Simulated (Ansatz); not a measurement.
Input file for Ansatz (an electronic-structure program): U-PBE/def2-TZVPP on NO (SMILES [N]=O), 2S+1 = 4, a spin state set in the input, which need not be the lowest.

Ansatz 0.2 input:
```yaml
crystal:
  periodic: [false, false, false]
  atoms:
    - {symbol: N, position_ang: [-0.00000000, -0.00000000, -0.75733143]}
    - {symbol: O, position_ang: [0.00000000, 0.00000000, 0.66266501]}
basis:
  gaussian:
    orbitals: def2-TZVPP
hamiltonian:
  xc: {name: PBE}
magnetization: {spin_polarized: true, initial_magnetization: 3}
```

Output:

```
WARN ansatz: RAYON_NUM_THREADS=1 ignored (pool sized by the plan → 1); use --threads N
Functional definition: PBE
integrals: 0.01 GiB planned
306 factors; their error is unknown
mean field: 0.11 GiB planned
mean field evaluation 1: about -3526.6783 eV, gradient 1.6e1 eV
mean field evaluation 2: about -3518.2911 eV, gradient 4.3e1 eV
mean field evaluation 4: about -3527.6779 eV, gradient 2.2e0 eV
mean field evaluation 8: about -3527.6924 eV, gradient 1.9e-1 eV
mean field evaluation 16: about -3527.5044 eV, gradient 8.0e0 eV
mean field evaluation 32: about -3526.6504 eV, gradient 1.4e-5 eV
mean field -3527.69247786 eV, -129.6403074054 hartree, gradient 2.4e-5 eV, S^2 3.757497; 5 other end points of the search recorded, 0 dependent functions left out
reference -3527.69249675 eV, -129.6403080996 hartree; 9, 6 occupied and 53, 56 virtual orbitals, 306 factors
Total energy: -3527.69249675 eV, -129.6403080996 hartree
```

The run converged.

Cost: around 1.6 core-seconds (rough).
